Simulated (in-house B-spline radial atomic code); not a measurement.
**RPA and G0W0 on CAM-B3LYP: Tl III (Tl2+)**

Configuration [Xe] 4f14 5d10 6s1, highest spin, mean-field start CAM-B3LYP. Computed with an all-electron radial atomic-structure program (B-spline basis): all electrons, scalar-relativistic (spin-free one-electron X2C), finite nucleus, each spin shell either full or empty, empty states to l = 9 with an (l + 1/2)⁻⁴ tail; G0W0 by contour deformation at full frequency.

Without the two-electron picture change, the correlation of inner shells comes somewhat too large for so heavy an element.

RPA overbinds a lone outer s electron by self-correlation, and G0W0 tends to as well.

Command:
```bash
python run_gw.py task.json out
```
Settings (radii: box in bohr, nucleus in fm):
```
Z                        81
electrons                79
configuration            [Xe] 4f14 5d10 6s1
hamiltonian              x2c
method                   camb3lyp
lmax                     9
rms_radius               5.4759
spin_polarised           True
box_radius               17.55
intervals                68
ion_configuration        [Xe] 4f14 5d10
```

Time taken, with all properties: 28 s on 1 thread of Arm Neoverse N1, with other jobs on the host.

Energies (hartree):

```tsv
term	value
mean-field total	-20249.88859
Hartree-Fock functional on these orbitals	-20242.87711
direct second order	-7.9658
second-order exchange	1.9735
SOSEX correction	1.8605
```

What is the RPA correlation energy, and what remains with SOSEX?

RPA gives -7.016 hartree (-2.42 eV per electron); RPA + SOSEX gives -5.1554, and the second-order doubles -5.9923 hartree (no singles). RPA lacks exchange-type terms and so overcorrelates at short range.

Quasi-particle levels (eV):

```json
{"level": "6s up", "occupied": "yes", "mean field": "-28.082", "Σx - vxc": "-0.59", "Σc": "?", "QP weight": "?", "G0W0": "?"}
{"level": "5d down", "occupied": "yes", "mean field": "-36.48", "Σx - vxc": "-4.00", "Σc": "-0.02", "QP weight": "0.935", "G0W0": "-40.51"}
{"level": "5d up", "occupied": "yes", "mean field": "-36.79", "Σx - vxc": "-4.18", "Σc": "0.16", "QP weight": "0.895", "G0W0": "-40.82"}
{"level": "6s down", "occupied": "no", "mean field": "-22.254", "Σx - vxc": "4.19", "Σc": "-2.58", "QP weight": "0.957", "G0W0": "-20.648"}
```

G0W0 = mean field + (Σx - vxc) + Σc, with Σc (partial-wave tail included) taken at the quasi-particle energy. Only the outer levels were computed. Levels of low weight are left out.

Where does G0W0 put 6s up?

At -30.50 eV, with Σc = -1.83 eV and a quasi-particle weight of 0.963. The tabulated removal energy is 29.852 eV (NIST, measured); the calculation leaves out spin-orbit coupling, Breit and QED terms, and what these don't explain is the method's own error.

What does it cost to remove one electron (to [Xe] 4f14 5d10) by differences of total energies, each species on its own start (correlation terms add to the Hartree-Fock functional)?

CAM-B3LYP 30.15 eV, Hartree-Fock functional 28.136 eV, + RPA 30.19 eV, + RPA + SOSEX 29.585 eV, + second order 30.68 eV. Tabulated: 29.852 eV (NIST, measured); the calculation leaves out spin-orbit coupling, Breit and QED terms, and what these don't explain is the method's own error.
